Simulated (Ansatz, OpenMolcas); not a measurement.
**Strength of the Si–O bond: SiH(CH3)(OH)2 → SiH(CH3)(OH) + OH**

Gas-phase species: SiH(CH3)(OH)2, singlet; SiH(CH3)(OH), doublet; OH, doublet. The bond broken is the one whose loss leaves SiH(CH3)(OH) `C[SiH]O`, relaxed to its own shape; its unpaired electron may spread away from that site.

Shapes, held fixed at every level: PBE0-D4/def2-TZVP. Flexible molecules stand in one conformer, not always the lowest. Programs: Ansatz 0.2.0, OpenMolcas 26.06. A level may come from different programs for different species; with the same settings they agree closely. The zero-point and thermal change to 298 K, harmonic and unscaled (PBE0-D4/def2-TZVP), is -14.3 kJ/mol.

Problem. Estimate ΔH(298 K) of this reaction.

Solution. The highest level, CCSD(T)/CBS estimate, gives ΔH(298 K) = +564.3 kJ/mol; the levels span +408.6 to +622.6. The column of differences is taken from that level and isn't an error. Hartree–Fock misses the correlation of the pair that is broken and comes out low. No measured value is set beside it here. Open shells run unrestricted. The CBS estimate extrapolates MP2 from def2-TZVPP and def2-QZVPP and adds CCSD(T) − MP2 in the triple-zeta set, cores frozen.

| level | kind | ΔH(298 K) (kJ/mol) | less CCSD(T)/CBS estimate |
| --- | --- | --- | --- |
| HF/def2-SVP | Hartree–Fock | +408.6 | -155.7 |
| SPW92/def2-TZVPP | LDA | +622.6 | +58.3 |
| PBE-D4/def2-TZVPP | GGA | +539.3 | -25.0 |
| B3LYP/6-31G* (spherical functions) | global hybrid | +522.5 | -41.8 |
| BHLYP-D4/def2-TZVPP | global hybrid | +527.5 | -36.8 |
| PBE0-D4/def2-TZVPP | global hybrid | +534.6 | -29.7 |
| CCSD(T)/CBS estimate | coupled cluster or CI | +564.3 | 0.0 |
